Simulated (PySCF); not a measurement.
Working out the ionisation energy of Kr²⁺

Kr²⁺ [Ar] 3d10 4s2 4p4 (3P) → Kr³⁺ [Ar] 3d10 4s2 4p3 (4S). All numbers are calculated (PySCF 2.14, scalar relativity by spin-free X2C-1e, in aug-cc-pVQZ-DK). Frozen: [Ar] 3d10. Energies in hartree (1 hartree = 27.21139 eV):

```json
{"part": "UHF", "Kr²⁺ (lower)": "-2786.847205", "Kr³⁺ (upper)": "-2785.585591"}
{"part": "CCSD correlation", "Kr²⁺ (lower)": "-0.137855", "Kr³⁺ (upper)": "-0.102254"}
{"part": "(T)", "Kr²⁺ (lower)": "-0.003661", "Kr³⁺ (upper)": "-0.002616"}
```

**Question.** What does Hartree-Fock give?

**Answer.** (-2785.585591) − (-2786.847205) = 1.261614 hartree = 34.330 eV.

**Question.** What do CCSD and CCSD(T) give?

**Answer.** The CCSD correlation energies differ by 0.035601 hartree = 0.969 eV and the triples by 0.001045 hartree = 0.028 eV, so CCSD gives 35.299 eV and CCSD(T) 35.327 eV.

A first-order spin-orbit estimate adds 0.240 eV to CCSD(T) (valence), giving 35.567 eV against 35.838 ± 0.02 eV (measured; NIST Atomic Spectra Database, ionization energies).

What remains against the reference includes basis incompleteness, the frozen core and higher excitations.
